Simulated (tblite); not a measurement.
Run record: tight-binding relaxation, `C(C1[O][GaH2-][O+]=CC=1F)(C)=C`.

Computed with GFN2-xTB geometry optimisation, gas phase (tblite 0.8.0). Start geometry: from a force field or distance geometry. The input is one job of a driver script: a line of settings, then coordinates in Å.

Command:
```bash
OMP_NUM_THREADS=1 python probes_run.py task.json out
```

Input:
```
{"job": {"kind": "relax", "xc": "GFN2-xTB", "basis": "xTB"}, "charge": 0, "multiplicity": 1}
C     -1.741400     1.698600     0.149300
C     -1.389700     0.426100     0.018400
C     -2.440100    -0.636800    -0.115500
C      0.057600     0.074900     0.039100
C      0.550800    -0.905200    -0.757400
F     -0.280200    -1.514900    -1.654200
C      1.966900    -1.370400    -0.787700
O      2.921400    -0.858900    -0.114500
Ga     2.689900     0.587800     0.970000
O      0.862800     0.783500     0.942700
H     -1.015200     2.486200     0.249900
H     -2.798800     1.982800     0.139900
H     -2.765700    -0.704400    -1.172000
H     -2.067600    -1.620600     0.220800
H     -3.341700    -0.375200     0.501500
H      2.193100    -2.217600    -1.406800
H      3.379600     1.884400     0.304200
H      3.209600     0.285900     2.460700
```

Output:
```
step      E/eV     max force
  0    -842.92747    4.227
  1    -843.45789    2.076
  2    -843.56538    1.385
  3    -843.62388    0.562
  4    -843.64725    0.349
  5    -843.65711    0.371
  6    -843.67497    0.310
  7    -843.68371    0.228
  8    -843.68947    0.192
  9    -843.69265    0.131
... (100 lines left out)
110    -843.73740    0.014
111    -843.73743    0.015
112    -843.73747    0.017
113    -843.73751    0.018
114    -843.73755    0.012
115    -843.73758    0.010
116    -843.73760    0.012
117    -843.73762    0.015
118    -843.73764    0.010
119    -843.73765    0.008
```

«max force» is the largest atomic force in eV/Å.

**Question.** From which step on does the largest force stay under 0.1 eV/Å, and how much energy is left to gain from there?

**Answer.** From step 30 (0.093 eV/Å), 14.6 meV above the end.

In short: energy lowered by 18.7 kcal/mol over 119 steps; largest atomic force 0.008 eV/Å at the end.

**Question.** Give the final coordinates.

**Answer.** 0.226 Å rms from the input after alignment:
```
atom  x, y, z in Å
C1    -1.6943    1.6874    0.3574
C2    -1.3819    0.4230    0.0630
C3    -2.4249   -0.6103   -0.2275
C4     0.0487    0.0592    0.0283
C5     0.5476   -1.0362   -0.6993
F6    -0.2922   -1.8146   -1.4319
C7     1.8868   -1.3769   -0.7821
O8     2.8516   -0.7918   -0.2050
Ga9    2.7549    0.7665    0.9543
O10    0.8609    0.8021    0.6828
H11   -0.9294    2.4209    0.5507
H12   -2.7170    2.0203    0.3951
H13   -2.4645   -0.8296   -1.2929
H14   -2.2068   -1.5395    0.2937
H15   -3.4000   -0.2476    0.0859
H16    2.1305   -2.2388   -1.4176
H17    3.3810    1.9680    0.2315
H18    3.0403    0.3442    2.4021
```

On one thread, Arm Neoverse V1 (aarch64), no GPU, shared host, this took 0.98 s wall.
Labels such as C1 count atoms from 1, the log's own numbers from 0.
